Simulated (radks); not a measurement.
Results of a calculation; reference values are marked as such.
The nickel ion Ni+ inside a hard spherical wall (all orbitals vanish at R), configuration held at [Ar] 3d9 and not refilled when levels cross. Level of theory: non-relativistic Kohn-Sham, PBE, spin-unpolarised, spherical densities, point nucleus (a radial shooting solver on a logarithmic mesh with Libxc functionals). Eigenvalues in eV, with the zero of energy where the potential of the charges vanishes at infinity; a dash marks a level that is unbound or too diffuse for the functional's potential to be trusted. A positive occupied level is held by the wall or, in an anion where self-interaction has pushed it up, behind a barrier. The pressure on the wall is -dE/dV.

R (bohr) = free: E (hartree) -1507.77408; kinetic (hartree) 1506.658; e(2p) -842.83; e(3s) -111.09; e(3p) -73.899; e(3d) -13.048; e(4s, empty) -11.262; e(4p, empty) -6.395; pressure (GPa) 0
R (bohr) = 20: E (hartree) -1507.77408; kinetic (hartree) 1506.658; e(2p) -842.83; e(3s) -111.09; e(3p) -73.899; e(3d) -13.048; e(4s, empty) -11.262; e(4p, empty) -6.395; pressure (GPa) < 0.0001
R (bohr) = 8: E (hartree) -1507.77403; kinetic (hartree) 1506.658; e(2p) -842.82; e(3s) -111.09; e(3p) -73.894; e(3d) -13.043; e(4s, empty) -11.247; e(4p, empty) -6.278; pressure (GPa) 0.00290
R (bohr) = 7: E (hartree) -1507.77381; kinetic (hartree) 1506.660; e(2p) -842.80; e(3s) -111.07; e(3p) -73.873; e(3d) -13.023; e(4s, empty) -11.197; e(4p, empty) -6.074; pressure (GPa) 0.0218
R (bohr) = 6: E (hartree) -1507.77259; kinetic (hartree) 1506.671; e(2p) -842.70; e(3s) -110.98; e(3p) -73.784; e(3d) -12.940; e(4s, empty) -11.000; e(4p, empty) -5.530; pressure (GPa) 0.167
R (bohr) = 3.5: E (hartree) -1507.65987; kinetic (hartree) 1507.259; e(2p) -839.00; e(3s) -107.75; e(3p) -70.631; e(3d) -9.847; e(4s, empty) -3.977; e(4p, empty) 5.055; pressure (GPa) 39.6
R (bohr) = 1.5: E (hartree) -1496.92619; kinetic (hartree) 1548.021; e(2p) -755.51; e(3s) -49.328; e(3p) -10.052; e(3d) 59.220; e(4s, empty) 204.96; e(4p, empty) 225.45; pressure (GPa) 36300
